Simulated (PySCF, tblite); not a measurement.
One entry of a table of gas-phase calculations, keyed by method. Lists by class give the value and the number of equivalent atoms.

```json
{
 "formula": "C7H3PS",
 "smiles": "C#Cc1csc(C#C)p1",
 "charge": 0,
 "multiplicity": 1,
 "geometry_level": "GFN2-xTB",
 "atoms_angstrom": [
  ["C", 3.421, -0.532, 1.505],
  ["C", 2.329, -0.249, 1.093],
  ["C", 1.043, 0.054, 0.603],
  ["C", 0.537, 1.32, 0.642],
  ["S", -1.034, 1.566, 0.019],
  ["C", -1.271, -0.103, -0.421],
  ["C", -2.484, -0.458, -1.013],
  ["C", -3.533, -0.756, -1.524],
  ["P", 0.005, -1.218, -0.1],
  ["H", 4.376, -0.771, 1.867],
  ["H", 1.055, 2.176, 1.038],
  ["H", -4.442, -1.029, -1.97]
 ],
 "electronic_structure_code": "PySCF",
 "results": {
  "GFN2-xTB geometry": {
   "point_group": "Cs",
   "rotational_constants_GHz": [2.958, 0.803, 0.632]
  },
  "CAM-B3LYP/def2-SVPD ground state and vertical TDDFT (core frozen in the response)": {
   "dipole_D": 1.17,
   "homo_eV": -7.98,
   "lumo_eV": -1.21,
   "S1_eV": 4.18,
   "strongest_line_of_8_singlets_eV": 5.33,
   "T1_tda_eV": 2.5,
   "polarisability_au": 129.7,
   "r2_bohr2_about_centre_of_nuclear_charge": 1662.3,
   "singlets_eV_and_f": [
    [4.18, 0.157],
    [4.48, 0.076],
    [4.78, 0.001],
    [5.17, 0.005],
    [5.29, 0.001],
    [5.33, 0.294],
    [5.5, 0.151],
    [5.56, 0.0]
   ],
   "triplets_tda_eV": [2.5, 3.43, 3.92]
  },
  "PBE0/pcSseg-1 ground state and GIAO shieldings, non-relativistic": {
   "shift_vs_computed_TMS_C_by_class_ppm": [
    [170.5, 1],
    [152.3, 1],
    [148.2, 1],
    [105.1, 1],
    [91.9, 1],
    [82.9, 1],
    [82.0, 1]
   ],
   "shift_vs_computed_TMS_H_by_class_ppm": [
    [8.04, 1],
    [4.11, 1],
    [3.15, 1]
   ],
   "shielding_other_nuclei_by_class_ppm": [
    ["P", 26.0, 1],
    ["S", 138.7, 1]
   ],
   "charges_hirshfeld_e_by_atom": [-0.1, -0.06, -0.07, -0.06, 0.15, -0.08, -0.07, -0.09, 0.11, 0.1, 0.06, 0.1]
  },
  "GFN2-xTB harmonic vibrations, gas phase": {
   "strongest_ir_bands_cm-1_km_per_mol_modes": [
    [624.2, 21.3, 1],
    [637.0, 25.0, 1],
    [647.3, 16.1, 1],
    [953.0, 15.4, 1],
    [1462.4, 17.0, 1],
    [3398.3, 22.1, 2]
   ],
   "zpe_kcal_per_mol": 41.9
  }
 }
}
```

S1 lies 2.59 eV below the HOMO–LUMO gap; its leading configuration is HOMO→LUMO, weight 0.90. The vertical singlet–triplet gap S1 − T1 is 1.68 eV (TDDFT singlet less Tamm–Dancoff triplet; S1: HOMO→LUMO, weight 0.90; T1: HOMO→LUMO, weight 0.82). The 8 singlets span 4.18 to 5.56 eV, and their oscillator strengths add up to 0.69.

